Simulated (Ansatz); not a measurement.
## Counterpoise correction, worked out

The pair of Cl⁻ (SMILES [Cl-], atom 1) and Si2H6 (SMILES [SiH3][SiH3], atoms 2–9), both closed shells, in one local arrangement (a lower one may exist), relaxed at PBE0-D4/def2-TZVPD:

```
9
angstrom
Cl -0.7887 -1.0625 -2.0727
Si 0.4969 0.9819 -0.4317
Si -0.3556 -0.7916 0.8030
H 1.1339 1.9682 0.5371
H 1.6260 0.6274 -1.3307
H -0.5278 1.8105 -1.1189
H -1.8368 -0.9117 0.7770
H -0.0642 -0.5268 2.2733
H 0.3162 -2.0955 0.5634
```

Ansatz 0.2.0; basis: def2-TZVPPD; cores frozen in the correlated methods.

MP2 total energies in eV:

| system | geometry | basis functions | energy |
| --- | --- | --- | --- |
| pair | pair | all | -28338.62281 |
| Cl⁻ | as in the pair | all (partner as ghosts) | -12510.99037 |
| Si2H6 | as in the pair | all (partner as ghosts) | -15826.83723 |
| Cl⁻ | as in the pair | its own | -12510.93813 |
| Si2H6 | as in the pair | its own | -15826.82246 |
| Cl⁻ | free (PBE0-D4 minimum) | its own | -12510.93813 |
| Si2H6 | free (PBE0-D4 minimum) | its own | -15827.01166 |

Q: Work out the interaction energy with and without the counterpoise correction, the superposition error, and the binding energy from the relaxed fragments.

A: Without correction: -28338.62281 − (-12510.93813) − (-15826.82246) = -0.86222 eV.
With correction (each fragment in the whole basis): -28338.62281 − (-12510.99037) − (-15826.83723) = -0.79521 eV = -18.34 kcal/mol.
The superposition error is the difference, 0.06701 eV, 8 % of the uncorrected value: each fragment borrows its partner's functions.
Deformation from the free shapes: 0.00000 eV for Cl⁻ and 0.18920 eV for Si2H6.
Binding energy from relaxed fragments: -0.79521 + 0.00000 + 0.18920 = -0.60601 eV = -13.97 kcal/mol (electronic, without zero-point energy; negative means bound). For comparison, the corrected interaction energy by CCSD(T) at an estimated basis limit (MP2 extrapolated from triple and quadruple zeta, plus CCSD(T) − MP2 in triple zeta) is -0.840 eV.

No T1 diagnostic of these runs exceeds 0.014.

For scale, one of the runs: CCSD(T)/def2-TZVPPD, 249 basis functions, launched by `ansatz run in.yaml --threads 4 --pin off --events-out ev --progress --plain --max-ram 9574MiB`. Hardware: 4 CPU threads of an Intel Xeon Platinum 8488C, shared host. Wall time 36 s; peak host memory 4.6 GiB.
